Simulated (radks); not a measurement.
Sc III, 19 electrons, occupied as [Ar] 3d1 (the NIST ground configuration). Method: non-relativistic Kohn-Sham, PBE, spin-polarised, spherical densities, point nucleus; open shells are filled with parallel spins first; computed with a radial shooting solver on a logarithmic mesh with Libxc functionals.

Unscreened Slater integrals over Kohn-Sham orbitals (eV). They are taken over the spin-up orbitals.

| integral | value |
|---|---|
| F0(3d,3d) | 16.127 |
| F2(3d,3d) | 7.4105 |
| F4(3d,3d) | 4.6006 |
| F0(3d,3p) | 18.213 |
| F2(3d,3p) | 8.5021 |
| G1(3d,3p) | 10.623 |
| G3(3d,3p) | 6.3582 |
| F0(3d,3s) | 18.749 |
| G2(3d,3s) | 7.9553 |
| F0(3d,2p) | 22.780 |
| F2(3d,2p) | 3.5445 |
| G1(3d,2p) | 2.3447 |
| G3(3d,2p) | 1.3241 |
| F0(3p,3p) | 21.118 |
| F2(3p,3p) | 10.612 |
| F0(3p,3s) | 21.863 |
| G1(3p,3s) | 14.542 |
| F0(3p,2p) | 28.747 |
| F2(3p,2p) | 5.4032 |
| G0(3p,2p) | 2.1177 |
| G2(3p,2p) | 2.1822 |
| F0(3s,3s) | 22.695 |
| F0(3s,2p) | 30.198 |
| G1(3s,2p) | 2.3974 |
| F0(2p,2p) | 80.659 |
| F2(2p,2p) | 37.793 |

Derived for the open shells (J is the average intra-shell exchange parameter used in DFT+U). 3d: Racah B = F2/49 - 5 F4/441 = 0.09907 eV, C = 35 F4/441 = 0.3651 eV, C/B = 3.69, F4/F2 = 0.621, J = (F2 + F4)/14 = 0.8579 eV.
